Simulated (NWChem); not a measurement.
MgF$_{2}$ cation, doublet; SMILES of the neutral closed-shell parent [F][Mg][F]

```xyz
3

Mg     0.0000     0.0000     0.0068
F      1.8296     0.0000    -0.0045
F     -1.8296     0.0000    -0.0045
```
Atoms are numbered in this order, from 1.

Results from NWChem. Spin-unrestricted. Coordinates come from a PBE0-D3(BJ)/def2-TZVP, spin-unrestricted optimisation. The spin multiplicity was typed, not searched, and may not be the lowest. No stability test was run on the SCF state. Level r2SCAN/def2-SVP: energy and gradient on several grids; changes count from the extra-fine grid, which is no exact limit either.

Problem. Which is the coarsest grid (xcoarse; fine; xfine; medium; coarse) from which on the energy stays within 100 μHa and each gradient component within 200 μHa/bohr of xfine?

Solution. medium.
```json
[
 {"grid": "xcoarse", "size of the energy change (μHa)": "5000", "largest change of a gradient component (μHa/bohr)": "300"},
 {"grid": "coarse", "size of the energy change (μHa)": "500", "largest change of a gradient component (μHa/bohr)": "200"},
 {"grid": "medium", "size of the energy change (μHa)": "40", "largest change of a gradient component (μHa/bohr)": "< 30"},
 {"grid": "fine", "size of the energy change (μHa)": "20", "largest change of a gradient component (μHa/bohr)": "60"},
 {"grid": "xfine", "size of the energy change (μHa)": "< 10", "largest change of a gradient component (μHa/bohr)": "< 30"}
]
```
